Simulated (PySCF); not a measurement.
sesquifulvalene (C12H10), SMILES C1=CC=CC(=C2C=CC=C2)C=C1.

Geometry: PBE-D3(BJ)/def2-SVP.

Method: TDA-PBE/def2-SVP run with PySCF.

Vertical excitations. The molecule is in vacuum. State labels are in the subgroup C2v.

Question: Give excitation energies, oscillator strengths and character. (The exact figures need the calculation; the answer reports its results.)

Answer: 
| state | symmetry | energy (eV) | λ (nm) | f | main pairs |
|---|---|---|---|---|---|
| S1 | A1 | 1.54 | 803 | 0.003 | HOMO→LUMO 97 % |
| S2 | B2 | 1.98 | 625 | 0.003 | HOMO−1→LUMO 95 % |
| S3 | B2 | 2.23 | 556 | 0.001 | HOMO→LUMO+1 96 % |
| S4 | A1 | 3.91 | 317 | 0.995 | HOMO−1→LUMO+1 74 %, HOMO−3→LUMO 14 % |
| S5 | B2 | 4.80 | 258 | 0.018 | HOMO−2→LUMO 69 %, HOMO−7→LUMO 14 %, HOMO−3→LUMO+1 11 % |
| S6 | B1 | 4.89 | 254 | 0.000 | HOMO−4→LUMO 99 % |
| T1 | B2 | 1.45 | 856 | 0 | HOMO−1→LUMO 96 % |
| T2 | A1 | 1.48 | 838 | 0 | HOMO→LUMO 100 % |
Triplets are in the Tamm–Dancoff approximation.
